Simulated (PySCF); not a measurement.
PySCF 2.14 output of an unrestricted r2SCAN calculation on a single atom or ion in x2c-TZVPPall with one added diffuse shell each of s, p, d, f type (12s8p8d4f1g, 113 functions), with scalar relativity by spin-free X2C-1e:

```
SCF conv_tol = 1e-09
number electrons alpha = 38  beta = 34
    J. W. Furness, A. D. Kaplan, J. Ning, J. P. Perdew, and J. Sun.,  J. Phys. Chem. Lett. 11, 8208-8215 (2020)
    J. W. Furness, A. D. Kaplan, J. Ning, J. P. Perdew, and J. Sun.,  J. Phys. Chem. Lett. 11, 9248-9248 (2020)
    J. W. Furness, A. D. Kaplan, J. Ning, J. P. Perdew, and J. Sun.,  J. Phys. Chem. Lett. 11, 8208-8215 (2020)
    J. W. Furness, A. D. Kaplan, J. Ning, J. P. Perdew, and J. Sun.,  J. Phys. Chem. Lett. 11, 9248-9248 (2020)
cycle= 1 E= -15078.4976928893  delta_E= -0.0215  |g|= 0.334  |ddm|= 0.307
cycle= 2 E= -15078.477275424  delta_E= 0.0204  |g|= 0.48  |ddm|= 0.338
cycle= 3 E= -15078.5084907488  delta_E= -0.0312  |g|= 0.0468  |ddm|= 0.26
cycle= 4 E= -15078.5096247161  delta_E= -0.00113  |g|= 0.00282  |ddm|= 0.0532
cycle= 5 E= -15078.5096289462  delta_E= -4.23e-06  |g|= 0.000281  |ddm|= 0.00342
cycle= 6 E= -15078.5096289895  delta_E= -4.33e-08  |g|= 1.58e-05  |ddm|= 0.000368
cycle= 7 E= -15078.5096289896  delta_E= -1.51e-10  |g|= 1.8e-06  |ddm|= 3.29e-05
converged SCF energy = -15078.5096289896  <S^2> = 6.0041815  2S+1 = 5.0016723
```

The run itself started from symmetry-adapted Hartree-Fock orbitals and held the occupation by maximum overlap, on a logarithmic radial grid, so the iterations belong to that start.

Which element, charge and spin multiplicity is this?

Hf (hafnium, neutral), multiplicity 5; the state was [Xe] 4f14 5d4, high-spin 5D determinant (an excited configuration).

Spin-orbit coupling, absent here, splits the open shell strongly.
